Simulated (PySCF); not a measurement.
Computed shifts of a molecule C2H7NOSi2, KT2/pcSseg-1 run with PySCF, GIAO, gas phase, equivalent atoms averaged, in ppm (number of nuclei): ²⁹Si: -3.1 (1), -34.8 (1). ¹³C: 208.2 (1), 53.6 (1). ¹⁵N: 516.1 (1). ¹H: 6.57 (2), 5.37 (2), 4.36 (2), 2.76 (1). References: ¹⁷O against H2O (σ = 330.4 ppm); ²⁹Si against TMS (σ = 361.9 ppm); ¹³C against TMS (σ = 185.1 ppm); ¹⁵N against NH3 (σ = 266.2 ppm); ¹H against TMS (σ = 31.47 ppm), references at their B3LYP-D3(BJ)/def2-TZVP geometries, non-relativistic. Coordinates come from a B3LYP-D3(BJ)/def2-SVP optimisation. The values are those of a single conformer.

Q: Identify the compound among the candidates.
A. CC1=N[Si@@H](O)[SiH2]1
B. C1=C[SiH2]N[SiH2]O1
C. N[SiH2]C1=CO[SiH2]1
D. O[SiH2]C1=NC[SiH2]1

A: D, O[SiH2]C1=NC[SiH2]1
